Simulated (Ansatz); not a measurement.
ClGaGeH5N: where a starting geometry ends

The starting geometry of this gas-phase singlet was optimised with GFN2-xTB.

```tsv
atom	x (Å)	y (Å)	z (Å)
Cl	-0.3622	1.9699	-1.0636
Ga	0.2782	0.7440	0.4706
Ge	-0.5884	-1.9330	0.5544
N	0.9632	-1.0143	-0.3489
H	1.3956	1.2015	1.4294
H	-1.5396	-1.4138	-0.6309
H	-0.9454	0.0046	1.2986
H	1.8714	-1.3528	-0.0380
H	0.9512	-1.0864	-1.3640
```

**Question.** Predict what it relaxes into with PBE0-D3(BJ)/def2-SVP.

**Answer.** A new bond forms, giving a structure with H7 bridging Ge3 and Ga2, given below by its coordinates. Contacts that close: Ge3–H7 (2.11 → 1.77 Å).

The energy falls by 0.34 eV over 10 steps:

```tsv
step	E − E(last) (eV)
1	0.337
2	0.056
3	0.019
4	0.005
5	0.001
6	0.000
7	0.000
8	0.000
9	0.000
10	0.000
```

Final geometry (Å):

```xyz
9

Cl   -0.4039    1.9229   -1.1469
Ga    0.4254    0.7195    0.4485
Ge   -0.6729   -1.8342    0.5995
N     0.9698   -1.0031   -0.3431
H     1.3510    1.3111    1.5458
H    -1.5730   -1.3741   -0.6277
H    -0.8494   -0.2014    1.2466
H     1.8602   -1.4033   -0.0545
H     0.9168   -1.0178   -1.3607
```

Frequencies at the end are all real (lowest 79 cm⁻¹). Run with Ansatz 0.2.0, 23 s on 2 threads of Intel(R) Xeon(R) 6975P-C (Granite Rapids), with other jobs on the host.
